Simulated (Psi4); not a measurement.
C₃H₉B, charge +1, quartet, at a GFN2-xTB geometry of the parent state (a state made from the parent by changing its charge; the spin is typed, not shown lowest); MP2/3-21G in Psi4.

Here is a job for Psi4.
```
memory 2 GB

molecule {
1 4
  B     0.00001088    0.00026539    0.00036792
  C     1.52623309   -0.14823315   -0.37068251
  H     1.83762844   -1.19171630   -0.34087316
  H     2.14173593    0.36217756    0.37015562
  H     1.79190592    0.25078287   -1.34670484
  C    -0.55014221   -0.62227830    1.34159877
  H    -1.31137926   -1.37129600    1.12412977
  H    -1.04868172    0.13436281    1.94635953
  H     0.20789011   -1.09570452    1.96090406
  C    -0.97606596    0.77066511   -0.97070561
  H    -1.99790782    0.85271732   -0.60827282
  H    -1.00999230    0.27798673   -1.94219118
  H    -0.61140315    1.77844063   -1.16661060
}

set basis 3-21g
set reference uhf

energy('mp2')
print_variables()
```

It wrote (shortened):

```
    SCF Algorithm Type (re)set to DF.

   => Loading Basis Set <=

    Name: 3-21G
    Role: ORBITAL
    Keyword: BASIS

         ---------------------------------------------------------
                                   SCF
               by Justin Turney, Rob Parrish, Andy Simmonett
                          and Daniel G. A. Smith
                              UHF Reference
         ---------------------------------------------------------

  ==> Geometry <==

    Molecular point group: c1
    Full point group: C1

    Geometry (in Angstrom), charge = 1, multiplicity = 4:

       Center              X                  Y                   Z               Mass
    ------------   -----------------  -----------------  -----------------  -----------------
         B            0.000007075130     0.000220825203     0.000306392641    11.009305360000
         C            1.526229285130    -0.148277714797    -0.370744037359    12.000000000000
         H            1.837624635130    -1.191760864797    -0.340934687359     1.007825032230
         H            2.141732125130     0.362132995203     0.370094092641     1.007825032230
         H            1.791902115130     0.250738305203    -1.346766367359     1.007825032230
         C           -0.550146014870    -0.622322864797     1.341537242641    12.000000000000
         H           -1.311383064870    -1.371340564797     1.124068242641     1.007825032230
         H           -1.048685524870     0.134318245203     1.946298002641     1.007825032230
         H            0.207886305130    -1.095749084797     1.960842532641     1.007825032230
         C           -0.976069764870     0.770620545203    -0.970767137359    12.000000000000
         H           -1.997911624870     0.852672755203    -0.608334347359     1.007825032230
         H           -1.009996104870     0.277942165203    -1.942252707359     1.007825032230
         H           -0.611406954870     1.778396065203    -1.166672127359     1.007825032230

  Running in c1 symmetry.

  Rotational constants: A =      0.24246  B =      0.24236  C =      0.12970 [cm^-1]
  Rotational constants: A =   7268.85160  B =   7265.88945  C =   3888.25747 [MHz]
  Nuclear repulsion =  112.542970815131966

  Charge       = 1
  Multiplicity = 4
  Electrons    = 31
  Nalpha       = 17
  Nbeta        = 14

  ==> Algorithm <==

  SCF Algorithm Type is DF.
  DIIS enabled.
  MOM disabled.
  Fractional occupation disabled.
  Guess Type is SAD.
  Energy threshold   = 1.00e-08
  Density threshold  = 1.00e-08
  Integral threshold = 1.00e-12

  ==> Primary Basis <==

  Basis Set: 3-21G
    Blend: 3-21G
    Number of shells: 38
    Number of basis functions: 54
    Number of Cartesian functions: 54
    Spherical Harmonics?: false
    Max angular momentum: 1

   => Loading Basis Set <=

    Name: (3-21G AUX)
    Role: JKFIT
    Keyword: DF_BASIS_SCF

  ==> Integral Setup <==

  SCF_SUBTYPE=INCORE selected. In-core MEM_DF algorithm will be used.
  Using in-core AOs.

  ==> MemDFJK: Density-Fitted J/K Matrices <==

    J tasked:                   Yes
    K tasked:                   Yes
    wK tasked:                   No
    Algorithm:                 Core
    Schwarz Cutoff:           1E-12
    Mask sparsity (%):       0.8230
    Fitting Condition:        1E-10

   => Auxiliary Basis Set <=

  Basis Set: (3-21G AUX)
    Blend: DEF2-UNIVERSAL-JKFIT
    Number of shells: 154
    Number of basis functions: 536
    Number of Cartesian functions: 536
    Spherical Harmonics?: false
    Max angular momentum: 4

  Minimum eigenvalue in the overlap matrix is 1.4685760753E-02.
  Reciprocal condition number of the overlap matrix is 3.2316311519E-03.
    Using symmetric orthogonalization.

  ==> Pre-Iterations <==

  SCF Guess: Superposition of Atomic Densities via on-the-fly atomic UHF (no occupation information).

   -------------------------
    Irrep   Nso     Nmo
   -------------------------
     A         54      54
   -------------------------
    Total      54      54
   -------------------------

  ==> Iterations <==

                           Total Energy        Delta E     RMS |[F,P]|

   @DF-UHF iter SAD:  -141.68957382917714   -1.41690e+02   0.00000e+00
   @DF-UHF iter   1:  -142.07704413822964   -3.87470e-01   5.09638e-03 DIIS/ADIIS
   @DF-UHF iter   2:  -142.15607206509250   -7.90279e-02   1.75029e-03 DIIS/ADIIS
   @DF-UHF iter   3:  -142.16950127163474   -1.34292e-02   6.86311e-04 DIIS/ADIIS
   @DF-UHF iter   4:  -142.17259259012502   -3.09132e-03   2.71706e-04 DIIS/ADIIS
   @DF-UHF iter   5:  -142.17317763667029   -5.85047e-04   6.10116e-05 DIIS
   @DF-UHF iter   6:  -142.17319645536099   -1.88187e-05   2.06805e-05 DIIS
   @DF-UHF iter   7:  -142.17319828128115   -1.82592e-06   8.96754e-06 DIIS
   @DF-UHF iter   8:  -142.17319876153701   -4.80256e-07   3.33862e-06 DIIS
   @DF-UHF iter   9:  -142.17319883701961   -7.54826e-08   8.67461e-07 DIIS
   @DF-UHF iter  10:  -142.17319884207512   -5.05551e-09   2.42466e-07 DIIS
   @DF-UHF iter  11:  -142.17319884246820   -3.93072e-10   1.01295e-07 DIIS
   @DF-UHF iter  12:  -142.17319884253294   -6.47447e-11   4.43668e-08 DIIS
   @DF-UHF iter  13:  -142.17319884255363   -2.06910e-11   1.93724e-08 DIIS
   @DF-UHF iter  14:  -142.17319884255861   -4.97380e-12   8.21420e-09 DIIS
  Energy and wave function converged.

  ==> Post-Iterations <==

   @Spin Contamination Metric:   7.282544393E-03
   @S^2 Expected:                3.750000000E+00
   @S^2 Observed:                3.757282544E+00
   @S   Expected:                1.500000000E+00
   @S   Observed:                1.500000000E+00

    Orbital Energies [Eh]
    ---------------------

    Alpha Occupied:

[...]
    Alpha Virtual:

[...]
      54A      2.018645

    Beta Occupied:

[...]
    Beta Virtual:

[...]
      54A      2.040533

    Final Occupation by Irrep:
              A
    DOCC [    14 ]
    SOCC [     3 ]
    NA   [    17 ]
    NB   [    14 ]

  @DF-UHF Final Energy:  -142.17319884255861

   => Energetics <=

    Nuclear Repulsion Energy =            112.5429708151319659
    One-Electron Energy =                -405.2042595062264922
    Two-Electron Energy =                 150.4880898485359069
    Total Energy =                       -142.1731988425586053

  UHF NO Occupations:
  HONO-2 :   15  A 1.0000000
  HONO-1 :   16  A 1.0000000
  HONO-0 :   17  A 1.0000000
  LUNO+0 :   18  A 0.0014179
  LUNO+1 :   19  A 0.0005588
  LUNO+2 :   20  A 0.0005006
  LUNO+3 :   21  A 0.0004959

Computation Completed

Properties will be evaluated at   0.000000,   0.000000,   0.000000 [a0]

Properties computed using the SCF density matrix

 Multipole Moments:

 ------------------------------------------------------------------------------------
     Multipole            Electronic (a.u.)      Nuclear  (a.u.)        Total (a.u.)
 ------------------------------------------------------------------------------------

 L = 1.  Multiply by 2.5417464519 to convert [e a0] to [Debye]
 Dipole X            :          0.0002830           -0.0002300            0.0000530
 Dipole Y            :          0.0018819           -0.0026949           -0.0008130
 Dipole Z            :          0.0024747           -0.0037209           -0.0012461
 Magnitude           :                                                    0.0014888

 ------------------------------------------------------------------------------------

  //>>>>>>>>>>>>>>>>>>>>>>>>>>>>>>>>>>>//
  //               DFMP2               //
  //<<<<<<<<<<<<<<<<<<<<<<<<<<<<<<<<<<<//

   => Loading Basis Set <=

    Name: (3-21G AUX)
    Role: RIFIT
    Keyword: DF_BASIS_MP2

	 --------------------------------------------------------
	                          DF-MP2
	      2nd-Order Density-Fitted Moller-Plesset Theory

	        Rob Parrish, Justin Turney, Andy Simmonett,
	           Ed Hohenstein, and C. David Sherrill
	 --------------------------------------------------------

	 --------------------------------------------------------
	                 NBF =    54, NAUX =   318
	 --------------------------------------------------------
	   CLASS    FOCC     OCC    AOCC    AVIR     VIR    FVIR
	   ALPHA       0      17      17      37      37       0
	    BETA       0      14      14      40      40       0
	 --------------------------------------------------------

	-----------------------------------------------------------
	 ==================> DF-MP2 Energies <====================
	-----------------------------------------------------------
	 Reference Energy          =    -142.1731988425586053 [Eh]
	 Singles Energy            =      -0.0000000000000000 [Eh]
	 Same-Spin Energy          =      -0.0658709075524898 [Eh]
	 Opposite-Spin Energy      =      -0.2485470534862059 [Eh]
	 Correlation Energy        =      -0.3144179610386957 [Eh]
	 Total Energy              =    -142.4876168035972910 [Eh]
	-----------------------------------------------------------
	 ================> DF-SCS-MP2 Energies <==================
	-----------------------------------------------------------
	 SCS Same-Spin Scale       =       0.3333333333333333 [-]
	 SCS Opposite-Spin Scale   =       1.2000000000000000 [-]
	 SCS Same-Spin Energy      =      -0.0219569691841633 [Eh]
	 SCS Opposite-Spin Energy  =      -0.2982564641834471 [Eh]
	 SCS Correlation Energy    =      -0.3202134333676103 [Eh]
	 SCS Total Energy          =    -142.4934122759262038 [Eh]
	-----------------------------------------------------------

  Variable Map:
  ----------------------------------------------------------------------------
[...]
  Array Variable Map:
  ----------------------------------------------------------------------------
[...]
[...]
```
